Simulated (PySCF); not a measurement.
TlIn⁺ at B97-3

Level: B97-3. PySCF, scalar-relativistic core potentials, basis sets Tl cc-pVDZ-PP with ECP60, In cc-pVDZ-PP with ECP28.

```
state                                                                                                              : ²Σ⁺ (doublet), unpaired electrons σ ↑
bond length                                                                                                        : 3.724 Å
harmonic wavenumber                                                                                                : 55.0 cm⁻¹
force constant                                                                                                     : 0.131 mdyn/Å
rotational constant Be                                                                                             : 0.01651 cm⁻¹
anharmonicity ωexe                                                                                                 : 0.123 cm⁻¹
vibration–rotation constant αe                                                                                     : 5.82e-05 cm⁻¹
bond order (Mayer)                                                                                                 : 0.54
dipole moment (positive dipole points towards In; it is taken about the centre of mass and depends on that origin) : 1.98 D
```

These are scalar-relativistic numbers at best; spin–orbit coupling would shift them, the dissociation energy most. The state is the lowest determinant that a PBE0 search found; another state may lie lower at other levels.
